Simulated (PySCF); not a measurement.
# Unknown compound

An unknown has the formula C$_{9}$H$_{14}$Si. Its calculated NMR data are:

¹H NMR (500 MHz, computed): δ 7.56 (m, 2H), 7.43 (m, 2H), 7.42 (m, 1H), 0.26 (s, 9H).

¹³C{¹H} NMR (computed): δ 145.0 (C), 139.3 (CH, 2C), 134.4 (CH), 133.2 (CH, 2C), -0.8 (CH3, 3C).

Theoretical values (PySCF 2.14): NMR shieldings at PBE0/pcSseg-1/GIAO, PBE0-D3(BJ)/def2-SVP structure. One averaged value for each set of equivalent atoms, relativity neglected, single conformer, gas phase.

Scale: ¹H, ¹³C against TMS (reference shieldings calculated alike).

Problem. Deduce the structure.

Solution. 
The formula gives 4 degrees of unsaturation (1 ring in the answer). 5 carbon signals for 9 carbons: some carbons are equivalent by symmetry or fast rotation. Carbon types of the structure: 1 × C, 5 × CH, 3 × CH3, which accounts for all hydrogens. δC 145.0: substituted aromatic carbon. δC 139.3, 134.4, 133.2: aromatic CH; the aromatic region. δC -0.8: methyl carbon bonded to Si; an electropositive neighbour leaves it electron-rich and shielded. δH 7.56, 7.43, 7.42: hydrogen on an aromatic CH; the ring current deshields protons in the ring plane. δH 0.26: hydrogen on a methyl carbon bonded to Si; an electropositive neighbour shields it, as in TMS itself.

The compound is `c1([Si](C)(C)C)ccccc1`.

This is the structure that produced the data.

Shifts are as computed. Against solution values, carbons near 30 ppm lie about +2 ppm off and those near 130 ppm about +5 ppm. Of 1211 compounds with measured shifts, 218 miss one by over three times the rms of a fit or turn the order of signals round; such compounds aren't used in these exercises. No couplings were computed; multiplicities are counted from neighbouring protons, with m where these are inequivalent, close in shift, in a saturated or five-membered ring or joined by F or P, and br s for small geminal =CH2 splittings.
